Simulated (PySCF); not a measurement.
SMILES [SiH3]OCCC=C (C4H10OSi) (GFN2-xTB optimised geometry):

```
16

C      2.638    -2.105    -0.863
C      1.842    -1.581     0.049
C      1.298    -0.190     0.000
C     -0.232    -0.190     0.000
O     -0.698     1.126     0.000
Si    -2.213     1.688    -0.070
H      3.010    -3.112    -0.786
H      2.957    -1.544    -1.726
H      1.535    -2.166     0.907
H      1.652     0.329    -0.892
H      1.634     0.371     0.877
H     -0.604    -0.719    -0.887
H     -0.608    -0.715     0.888
H     -3.010     1.224     1.071
H     -2.891     1.244    -1.294
H     -1.930     3.112    -0.042
```

Calculation: PBE0/def2-TZVP (PySCF).

Problem. What are the frontier orbital energies and the dipole moment?

Solution. HOMO-2 -8.74 eV, HOMO-1 -8.12 eV, HOMO -7.56 eV, LUMO 0.19 eV, LUMO+1 0.31 eV; dipole moment 0.81 D.

Meta-Löwdin charges at PBE0/def2-TZVP: C1 -0.28, C2 -0.10, C3 -0.21, C4 0.02, O5 -0.62, Si6 0.76, H7 0.12, H8 0.12, H9 0.11, H10 0.12, H11 0.12, H12 0.10, H13 0.09, H14 -0.13, H15 -0.13, H16 -0.10.
